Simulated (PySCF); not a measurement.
C3H9B, singlet, geometry from GFN2-xTB, atoms displaced at random by about 0.03 Å a coordinate; PySCF with PBE0/STO-3G, gradient.

PySCF was given this input:
```python
from pyscf import gto, scf, dft

mol = gto.M(
    atom='''
B    -0.002868    0.051254    0.002354
C     1.486757   -0.137200   -0.392193
H     1.820781   -1.166105   -0.365172
H     2.176823    0.317815    0.385382
H     1.719246    0.202214   -1.373249
C    -0.533084   -0.619655    1.283586
H    -1.278392   -1.343063    1.114661
H    -1.057944    0.122878    1.938486
H     0.235659   -1.053560    1.940660
C    -0.924926    0.759566   -0.942772
H    -1.976313    0.851133   -0.591553
H    -0.992108    0.316816   -1.905420
H    -0.579694    1.788048   -1.185307
''',
    basis='sto-3g',
    charge=0,
    spin=0,
    verbose=4,
)

mf = dft.RKS(mol)
mf.xc = 'pbe0'
mf.grids.level = 0
mf.kernel()
g = mf.nuc_grad_method()
g.grid_response = True
grad = g.kernel()
```

What the program printed (banner, timings and long lists left out):

```
PySCF version 2.14.0

[INPUT] verbose = 4
[INPUT] num. atoms = 13
[INPUT] num. electrons = 32
[INPUT] charge = 0
[INPUT] spin (= nelec alpha-beta = 2S) = 0
[INPUT] symmetry False subgroup None
[INPUT] Mole.unit = angstrom
[INPUT] Symbol           X                Y                Z      unit          X                Y                Z       unit  Magmom
[...]
nuclear repulsion = 114.519504527715
number of shells = 21
number of NR pGTOs = 87
number of NR cGTOs = 29
basis = sto-3g
ecp = {}

******** <class 'pyscf.dft.rks.RKS'> ********
method = RKS
initial guess = minao
damping factor = 0
level_shift factor = 0
DIIS = <class 'pyscf.scf.diis.CDIIS'>
diis_start_cycle = 1
diis_space = 8
diis_damp = 0
SCF conv_tol = 1e-09
SCF conv_tol_grad = None
SCF max_cycles = 50
direct_scf = True
direct_scf_tol = 1e-13
XC library pyscf.dft.libxc version 7.1.2
    S. Lehtola, C. Steigemann, M. J. T. Oliveira, and M. A. L. Marques,  SoftwareX 7, 1–5 (2018)
XC functionals = pbe0
    C. Adamo and V. Barone,  J. Chem. Phys. 110, 6158 (1999)
    M. Ernzerhof and G. E. Scuseria,  J. Chem. Phys. 110, 5029 (1999)
radial grids:
    Treutler-Ahlrichs [JCP 102, 346 (1995); DOI:10.1063/1.469408] (M4) radial grids

becke partition: Becke, JCP 88, 2547 (1988); DOI:10.1063/1.454033
pruning grids: <function nwchem_prune>
grids dens level: 0
symmetrized grids: False
atomic radii adjust function: <function treutler_atomic_radii_adjust>
small_rho_cutoff = 0
Set gradient conv threshold to 3.16228e-05
Initial guess from minao.
tot grids = 9928
init E= -142.830579270394
[...]
cycle= 1 E= -142.680649915847  delta_E= 0.15  |g|= 0.307  |ddm|= 4.04
[...]
cycle= 2 E= -142.694247810634  delta_E= -0.0136  |g|= 0.23  |ddm|= 0.705
[...]
cycle= 3 E= -142.710501262136  delta_E= -0.0163  |g|= 0.0055  |ddm|= 0.299
[...]
cycle= 4 E= -142.710510706917  delta_E= -9.44e-06  |g|= 0.00187  |ddm|= 0.0113
[...]
cycle= 5 E= -142.710512035627  delta_E= -1.33e-06  |g|= 0.000219  |ddm|= 0.00306
[...]
cycle= 6 E= -142.710512050118  delta_E= -1.45e-08  |g|= 6.95e-05  |ddm|= 0.000368
[...]
cycle= 7 E= -142.710512051579  delta_E= -1.46e-09  |g|= 6.65e-06  |ddm|= 9.82e-05
[...]
cycle= 8 E= -142.710512051596  delta_E= -1.75e-11  |g|= 7.92e-07  |ddm|= 1.14e-05
[...]
Extra cycle  E= -142.710512051597  delta_E= -4.55e-13  |g|= 3.51e-07  |ddm|= 1.91e-06
converged SCF energy = -142.710512051597

******** <class 'pyscf.grad.rks.Gradients'> for <class 'pyscf.dft.rks.RKS'> ********
unit = Eh/Bohr
grid_response = True
--------------- RKS gradients ---------------
         x                y                z
0 B    -0.0260600433     0.0295138922    -0.0096607784
1 C    -0.0270214496    -0.0054405108    -0.0366207959
2 H     0.0056376442     0.0197491188    -0.0019378409
3 H     0.0158287860    -0.0006098825     0.0212257373
4 H    -0.0095576986    -0.0182052533     0.0216636508
5 C    -0.0135731443    -0.0347504931    -0.0530102698
6 H     0.0260685174     0.0307125739     0.0133388756
7 H    -0.0063993261     0.0042221544     0.0111634571
8 H     0.0002822579     0.0033219120     0.0066514941
9 C     0.0493051712    -0.0557072028     0.0042188956
10 H    -0.0114925130    -0.0008463525     0.0014402936
11 H    -0.0032779050     0.0220662994     0.0284870919
12 H     0.0002597033     0.0059737443    -0.0069598108
----------------------------------------------
```
